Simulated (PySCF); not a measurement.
Species: C7H10B (charge +1).
Numbering: `[CH2:1]=[CH:2][B:3]([CH3:4])[CH2:5][c+:6]1[cH:7][cH:8]1` (hydrogens: H9, H10 on C1; H11 on C2; H12, H13, H14 on C4; H15, H16 on C5; H17 on C7; H18 on C8)

Computed, not measured: B3LYP/6-31G* geometry optimisation, gas phase in PySCF 2.14.0.

Some entries are withheld. Bonds in one row agree within 0.01 Å.

```csv
coordinate,value
C1=C2,1.349 Å
C2–B3,1.537 Å
B3–C4,1.564 Å
B3–C5,1.662 Å
C5–C6,?
"C6–C7, C6–C8",?
C7–C8,?
C1–H9,1.088 Å
C1–H10,1.087 Å
C2–H11,1.093 Å
"C4–H12, C4–H13, C4–H14",1.098 Å
"C5–H15, C5–H16",1.096 Å
"C7–H17, C8–H18",1.083 Å
C1–C2–B3,?
C2–B3–C4,127.0°
C2–B3–C5,119.8°
C4–B3–C5,113.2°
B3–C5–C6,113.4°
C5–C6–C7,?
C5–C6–C8,?
C7–C6–C8,?
C6–C7–C8,60.9°
```

**Question.** Fill in the missing values.

**Answer.** 
- C5–C6 = 1.437 Å, drawn single (sp3 carbon bound to boron to unsaturated ring carbon); 0.05 Å below the sum of covalent radii, 1.49 Å.
- C6–C7, C6–C8 = 1.387 Å, drawn aromatic (unsaturated ring carbon to unsaturated ring CH carbon); 0.07 Å below the sum of covalent radii, 1.46 Å.
- C7–C8 = 1.349 Å, drawn aromatic (both ends unsaturated ring CH carbon); 0.11 Å below the sum of covalent radii, 1.46 Å.
- C1–C2–B3 = 122.4°, at the alkene CH carbon; the outer atoms are 2.530 Å apart.
- C5–C6–C7 = 150.3°, at the unsaturated ring carbon; the outer atoms are 2.729 Å apart.
- C5–C6–C8 = 151.3°, at the unsaturated ring carbon; the outer atoms are 2.736 Å apart.
- C7–C6–C8 = 58.2°, at the unsaturated ring carbon, inside a 3-membered ring; the outer atoms are 1.349 Å apart.

Radii are Cordero's, carbon taken as 0.76, 0.73 or 0.69 Å for four, three, and two or fewer neighbours.

B3LYP/6-31G* frequencies: not computed here. The structure is a single B3LYP/6-31G* conformer in the gas phase; no vibrational or solvent corrections. Torsions: C1–C2–B3–C4 -1°, C2–B3–C5–C6 31°, B3–C5–C6–C7 96°.

On Intel Xeon Platinum 8259CL at 2.50 GHz, one thread, shared host with 96 logical CPUs at a one-minute load of 69, this took 1.7 min of wall time and 0.61 GiB of memory at its peak. This is the geometry optimisation.
